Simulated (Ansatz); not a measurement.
## Molecular dynamics of BrH₅OSi

input.yaml

```yaml
crystal:
  periodic: [false, false, false]
  atoms:
    - { symbol: Si, position_ang: [0.119927, 0.555664, -0.186366] }
    - { symbol: H, position_ang: [0.470859, -0.751104, -1.351787] }
    - { symbol: H, position_ang: [1.272774, 1.198822, -0.905293] }
    - { symbol: H, position_ang: [-1.163348, 1.128855, -0.684921] }
    - { symbol: O, position_ang: [0.679732, 0.588677, 1.374205] }
    - { symbol: H, position_ang: [-0.104258, -1.185553, -0.821754] }
    - { symbol: Br, position_ang: [-1.38121, -1.573816, 0.625202] }
    - { symbol: H, position_ang: [0.105623, 0.038454, 1.950715] }
basis:
  gaussian: { orbitals: def2-SVP }
hamiltonian:
  xc: pbe
  dispersion: d4
md:
  timestep: 0.5
  n_steps: 200
  ensemble: nve
  temperature: 300.0
  initial_velocities: maxwell_boltzmann
  seed: 4695
```

Run as:

```bash
$ ansatz run input.yaml --threads 2 --pin off --max-ram 3072MiB --backend cpu --events-out ev --progress --plain --runs-dir out
```

It starts at the highest image of a converged band, a first-order saddle point between two minima.

Output, in part (step lines, the closing report, with atoms numbered from 0):

```
md step     0: t =     0.00 fs  T =   300.0 K  F+E_penalty+E_count = -80022.55373536 eV  E_kin = 0.232668 eV  conserved = -80022.32106736 eV  (26 SCF iters)
[... lines left out ...]
Total energy: -80023.35580376 eV, -2940.8040840095 hartree
Atom 0 at     1.004347     1.712167    -0.435126 Å, force    -0.092880    -1.198862     0.341990 eV/Å
Atom 1 at     2.356335     1.329574    -0.943256 Å, force     0.271101     0.271289    -0.322402 eV/Å
Atom 2 at     0.932740     3.177274    -0.108491 Å, force    -0.031766    -0.174504     0.207993 eV/Å
Atom 3 at    -0.001784     1.382533    -1.521188 Å, force     0.026919     0.162906     0.068516 eV/Å
Atom 4 at     0.770389     0.725737     0.935080 Å, force    -0.128110     1.875528     0.024621 eV/Å
Atom 5 at    -1.789024    -3.406264     1.109243 Å, force     0.011430    -0.551506     0.123315 eV/Å
Atom 6 at    -1.730362    -2.030948     0.785855 Å, force     0.040510     0.621326    -0.132114 eV/Å
Atom 7 at     0.679927    -0.214886     0.816494 Å, force    -0.097204    -1.006177    -0.311919 eV/Å
Dipole moment:    -0.080132    -0.416771    -0.072146 e Å
```

The steps, from the saved trajectory:

| time (fs) | T (K) | potential energy less start (eV) | conserved less start (meV/atom) |
| --- | --- | --- | --- |
| 0.0 | 300 | 0.000 | 0.00 |
| 3.0 | 248 | 0.041 | 0.06 |
| 6.0 | 188 | 0.087 | 0.08 |
| 9.0 | 209 | 0.071 | 0.03 |
| 12.0 | 285 | 0.012 | 0.09 |
| 15.0 | 456 | -0.121 | 0.05 |
| 18.0 | 619 | -0.248 | 0.01 |
| 21.0 | 776 | -0.369 | 0.05 |
| 24.0 | 897 | -0.463 | 0.04 |
| 27.0 | 973 | -0.522 | 0.01 |
| 30.0 | 1058 | -0.587 | 0.03 |
| 33.0 | 1099 | -0.619 | 0.10 |
| 36.0 | 1258 | -0.743 | -0.03 |
| 39.0 | 1293 | -0.770 | 0.06 |
| 42.0 | 1350 | -0.814 | 0.04 |
| 45.0 | 1360 | -0.822 | 0.01 |
| 48.0 | 1354 | -0.817 | 0.04 |
| 51.0 | 1337 | -0.804 | 0.07 |
| 54.0 | 1388 | -0.844 | 0.02 |
| 57.0 | 1425 | -0.872 | 0.05 |
| 60.0 | 1419 | -0.868 | 0.07 |
| 63.0 | 1469 | -0.907 | -0.01 |
| 66.0 | 1425 | -0.872 | 0.09 |
| 69.0 | 1457 | -0.897 | 0.03 |
| 72.0 | 1410 | -0.860 | 0.03 |
| 75.0 | 1376 | -0.834 | 0.03 |
| 78.0 | 1293 | -0.769 | 0.10 |
| 81.0 | 1356 | -0.819 | -0.01 |
| 84.0 | 1363 | -0.824 | 0.07 |
| 87.0 | 1426 | -0.873 | 0.04 |
| 90.0 | 1440 | -0.884 | 0.00 |
| 93.0 | 1399 | -0.852 | 0.05 |
| 96.0 | 1367 | -0.827 | 0.05 |
| 99.0 | 1336 | -0.803 | 0.02 |

All steps were run. The conserved energy stayed within 0.11 meV per atom of its start (net change 0.034 meV per atom), so the integration is sound. The system heated up, since it started high on the potential surface and ran downhill. A run of 0.1 ps of so small a system gives no equilibrium averages. The orbitals stay closed-shell, which can raise the energy where a bond breaks towards radicals; this wasn't checked here.

The step under study would form Si1–Br7, H2–H6 and break Si1–H2, H6–Br7. These pairs go: Si1–Br7 2.73 → 4.79 Å, H2–H6 0.89 → 6.62 Å, Si1–H2 1.79 → 1.49 Å, H6–Br7 1.97 → 1.41 Å. In the last frame they stand as before the step (other bonds may differ from the relaxed reactants and products). It ends as BrH + H4OSi. Pairs count as bonded within 1.25 times the sum of covalent radii (0.12 Å more for H–H).

Last frame:

```xyz
8
Properties=species:S:1:pos:R:3
Si 1.004 1.712 -0.435
H 2.356 1.330 -0.943
H 0.933 3.177 -0.108
H -0.002 1.383 -1.521
O 0.770 0.726 0.935
H -1.789 -3.406 1.109
Br -1.730 -2.031 0.786
H 0.680 -0.215 0.817
```

Run time: 4.1 min on 2 threads of Arm Neoverse V2 (shared host), peak memory 0.12 GiB.
